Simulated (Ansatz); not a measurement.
Isolated molecules relaxed with PBE0-D4/def2-TZVP in Ansatz; ΔE leaves out vibrations. CBS: MP2 limit from def2 TZ/QZ plus the TZ coupled-cluster correction, frozen cores. This one scheme is used for every species. Functionals use def2-TZVPP. HSE06 is defined as in plane-wave codes. One conformer a species, not always the lowest.

`NB[SiH2]O` + `FB(F)Cl` → `NB[SiH2]Cl` + `OB(F)F`  (redistribution)

```json
{"level": "LDA (SPW92)", "ΔE (kcal/mol)": "-17.4", "difference from CCSD(T)/CBS": "0.2"}
{"level": "r2SCAN-D4", "ΔE (kcal/mol)": "-17.2", "difference from CCSD(T)/CBS": "0.4"}
{"level": "B97M-V", "ΔE (kcal/mol)": "-16.9", "difference from CCSD(T)/CBS": "0.7"}
{"level": "HSE06-D4", "ΔE (kcal/mol)": "-18.1", "difference from CCSD(T)/CBS": "-0.5"}
{"level": "BHLYP-D4", "ΔE (kcal/mol)": "-18.5", "difference from CCSD(T)/CBS": "-0.9"}
{"level": "B2PLYP", "ΔE (kcal/mol)": "-17.1", "difference from CCSD(T)/CBS": "0.5"}
{"level": "revPBE", "ΔE (kcal/mol)": "-16.6", "difference from CCSD(T)/CBS": "1.0"}
{"level": "HSE06", "ΔE (kcal/mol)": "-18.0", "difference from CCSD(T)/CBS": "-0.4"}
{"level": "RPA@PBE/def2-TZVPP", "ΔE (kcal/mol)": "-16.1", "difference from CCSD(T)/CBS": "1.5"}
{"level": "HF/def2-SVP", "ΔE (kcal/mol)": "-22.5", "difference from CCSD(T)/CBS": "-4.9"}
{"level": "MP2/def2-TZVPP", "ΔE (kcal/mol)": "-16.9", "difference from CCSD(T)/CBS": "0.7"}
{"level": "SCS-MP2/def2-TZVPP", "ΔE (kcal/mol)": "-16.8", "difference from CCSD(T)/CBS": "0.8"}
{"level": "CCSD(T)/def2-TZVPP", "ΔE (kcal/mol)": "-17.0", "difference from CCSD(T)/CBS": "0.6"}
{"level": "MP2/def2-QZVPP", "ΔE (kcal/mol)": "-17.2", "difference from CCSD(T)/CBS": "0.4"}
{"level": "SCS-MP2/def2-QZVPP", "ΔE (kcal/mol)": "-17.1", "difference from CCSD(T)/CBS": "0.5"}
{"level": "CCSD/CBS(def2)", "ΔE (kcal/mol)": "-18.0", "difference from CCSD(T)/CBS": "-0.4"}
{"level": "CCSD(T)/CBS", "ΔE (kcal/mol)": "-17.6", "difference from CCSD(T)/CBS": "0"}
```

Largest T1 diagnostic among the species: 0.013.

From PBE to PBE0 (25 % exact exchange), in def2-TZVPP and without D4, ΔE moves by −1.1 kcal/mol. In def2-TZVPP, CCSD(T) changes the Hartree–Fock value by +2.3 kcal/mol (the triples alone add +0.4 kcal/mol) and MP2 by +2.4 kcal/mol.
